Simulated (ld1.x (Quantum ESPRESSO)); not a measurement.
## Transferability test, RRKJ potential for iron

* Element: iron
* Generator: ld1.x (Quantum ESPRESSO) 7.5
* Type: norm-conserving RRKJ (Kleinman–Bylander form)
* Functional: PW91
* Relativity: scalar-relativistic
* Frozen core: [Ne] 3s2
* Valence charge: 14
* Reference configuration: 3p6 3d6 4s2 4p0
* Partial waves: 3p (bound): rc 1.40 bohr; 3d (bound): rc 1.65 bohr; 4f channel at 0.05 Ry: rc 1.85 bohr; 4s (bound): rc 1.80 bohr
* Local potential: the s channel
* Core correction: Bessel-smoothed model core, default radius (core density twice the valence density)
* rho0: 0.01

Energies are relative to the spin-unpolarised reference configuration 3p6 3d6 4s2 4p0; without spin polarisation the order of configurations can differ from experiment.

(1) Give the all-electron excitation energy and the error of the potential for: 3p6 3d6 4s1 4p0; 3p6 3d6 4s0 4p0; 3p6 3d5 4s0 4p0; 3p6 3d5 4s2 4p1; 3p6 3d6 4s0 4p2; 3p6 3d6 4s0 4p1; 3p6 3d4 4s0 4p0.

Levels in the configuration 3p6 3d6 4s1 4p0:

| level | all-electron (eV) | pseudo (eV) |
| --- | --- | --- |
| 3p | -68.648 | -68.579 |
| 3d | -16.049 | -16.033 |
| 4s | -12.389 | -12.394 |

## Answers

(1)

| valence configuration | charge | ΔE all-electron (eV) | error AE − PS (meV) |
| --- | --- | --- | --- |
| 3p6 3d6 4s1 4p0 | +1 | 8.791 | -2.1 |
| 3p6 3d6 4s0 4p0 | +2 | 25.043 | -21 |
| 3p6 3d5 4s0 4p0 | +3 | 59.370 | -193 |
| 3p6 3d5 4s2 4p1 | 0 | 8.785 | -1000 |
| 3p6 3d6 4s0 4p2 | 0 | 8.502 | -1487 |
| 3p6 3d6 4s0 4p1 | +1 | 13.866 | -1107 |
| 3p6 3d4 4s0 4p0 | +4 | 112.581 | -446 |

These tests converged, but a pseudo level misses the all-electron one widely, so the file describes the atom poorly there or has found another state: 3p6 3d5 4s0 4p0: empty 4p by 2.8 eV (a node warning on the way); 3p6 3d4 4s0 4p0: empty 4p by 4.4 eV.
